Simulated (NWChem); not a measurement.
BHOF$_{2}$; SMILES B(O)(F)F

```xyz
5

B     -0.0234    -0.0085     0.0000
F      1.2972    -0.1393     0.0000
F     -0.7587    -1.1014     0.0000
O     -0.6196     1.1941     0.0000
H      0.0077     1.9240     0.0000
```
Atoms are numbered in this order, from 1.

Level: PBE0/def2-SVP (NWChem), optimised geometry, unscaled harmonic frequencies. 

```json
[
 {"frequency (cm⁻¹)": "448", "IR intensity (km/mol)": "20.1"},
 {"frequency (cm⁻¹)": "485", "IR intensity (km/mol)": "11.4"},
 {"frequency (cm⁻¹)": "538", "IR intensity (km/mol)": "98.5"},
 {"frequency (cm⁻¹)": "687", "IR intensity (km/mol)": "116.0"},
 {"frequency (cm⁻¹)": "895", "IR intensity (km/mol)": "9.2"},
 {"frequency (cm⁻¹)": "1001", "IR intensity (km/mol)": "115.1"},
 {"frequency (cm⁻¹)": "1467", "IR intensity (km/mol)": "416.7"},
 {"frequency (cm⁻¹)": "1530", "IR intensity (km/mol)": "427.6"},
 {"frequency (cm⁻¹)": "3929", "IR intensity (km/mol)": "117.5"}
]
```

| Quantity | Result |
|---|---|
| zero-point energy | 15.7 kcal/mol |
| thermal correction to the enthalpy at 298.15 K (with zero-point energy) | 18.6 kcal/mol |
| heat capacity Cv | 11.7 cal/(mol K) |
| entropy at 298.15 K and 1 atm (symmetry number 1) | 65.0 cal/(mol K) |
| dipole moment | 2.10 D |

Rigid rotor and harmonic oscillator.
